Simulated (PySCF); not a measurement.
C4H2BrF, SMILES C#C/C(=C\Br)F.

The structure is a stationary point at B3LYP-D3(BJ)/def2-SVP. The structure was generated by enumeration; whether it is a known compound was not checked.

Two levels are set side by side: TDA-PBE/def2-SVPD (PySCF) and TDA-ωB97X/def2-SVPD (PySCF). Vertical, same geometry. The lowest singlet is HOMO→LUMO+1 96 % with PBE and HOMO→LUMO+1 74 % with the other functional; states are paired by order. Differences are taken from unrounded values.

```csv
quantity,TDA-ωB97X,TDA-PBE,TDA-PBE minus TDA-ωB97X
lowest singlet excitation (eV),5.52,4.68,-0.84
lowest triplet excitation (TDA) (eV),3.28,3.09,-0.19
first bright state (f over 0.05) (eV),5.64,5.03,-0.62
its oscillator strength,0.35,0.30,-0.05
```

A lower first singlet is the usual sign of a functional without exact exchange. Differences between two approximate levels are no errors against the true value.

Rough cost on one machine, each run with all the roots and properties that it gave: TDA-ωB97X against TDA-PBE about 5 times.
